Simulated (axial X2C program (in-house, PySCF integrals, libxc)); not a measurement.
The numbers below are computed, except where a source is named.
GaBr⁺: input and output

Program: an in-house all-electron X2C program for linear molecules (integrals from PySCF).

The run was started with this input:
```json
{
 "zs": [
  35,
  31
 ],
 "q": 1,
 "bas": [
  "dyall-cv3z",
  "dyall-cv3z"
 ],
 "levels": [
  "PBE0",
  "HF",
  "B97-3"
 ],
 "cc": true,
 "r0": 2.38,
 "thr": -1.0,
 "nmax": 90,
 "npts": 10,
 "nst": 2,
 "ntry": 6
}
```
```bash
python so2c.py task.json out
```

Keys: zs atomic numbers; q charge; bas basis sets; levels methods; cc coupled cluster on or off; r0 starting distance in Å; thr threshold in hartree for freezing inner shells (an s shell follows its p shell); nmax most natural virtual spinors; npts points on the curve; nst determinants followed; ntry starts of the search. HF also brings MP2.

Output of the HF step, spin-free, at R = 2.266 Å for the state M_S = 1/2, Λ = 0. It starts from PBE0 orbitals of this distance.

```
spin-free X2C-1e  HF
basis functions 210  fitting functions 1201  grid points 5800
iter        total energy     max residual
   1      -4546.498104407     2.16e-01
   2      -4546.533436290     1.10e-02
   3      -4546.535015300     9.98e-03
   4      -4546.535595391     1.88e-03
   5      -4546.535770545     1.10e-03
   6      -4546.535824993     6.92e-04
   7      -4546.535854085     3.11e-04
   8      -4546.535865129     1.50e-04
   9      -4546.535868940     7.06e-05
  10      -4546.535869556     1.73e-05
  11      -4546.535869595     7.67e-06
  12      -4546.535869600     3.67e-06
  13      -4546.535869600     1.76e-06
converged
one-electron -6821.81421973  Coulomb 2187.48217644  exact exchange -165.58302925  xc functional 0.00000000  nuclear repulsion 253.37920293
correlated 9  virtual 275  natural virtual 89  E(MP2) -0.189085290  MP2 remainder -0.004311841
iter   CCSD correlation   residual
   1     -0.198304303   9.57e-02
   2     -0.203869977   4.09e-02
   3     -0.205164867   1.73e-02
   4     -0.205237526   6.72e-03
   5     -0.205279338   1.80e-03
   6     -0.205283991   6.33e-04
   7     -0.205284913   2.33e-04
   8     -0.205285717   1.04e-04
   9     -0.205284823   4.84e-05
  10     -0.205285050   2.18e-05
  11     -0.205284999   7.45e-06
  12     -0.205285072   2.78e-06
  13     -0.205285077   1.10e-06
(T) -0.008915793  T1 0.0257  D1 0.0376  max T2 0.076
```
Energies are in hartree; totals compare only within one Hamiltonian and basis. T1 in the output is the amplitude norm over the root of the electron number; divide by √2 for the Lee–Taylor value.
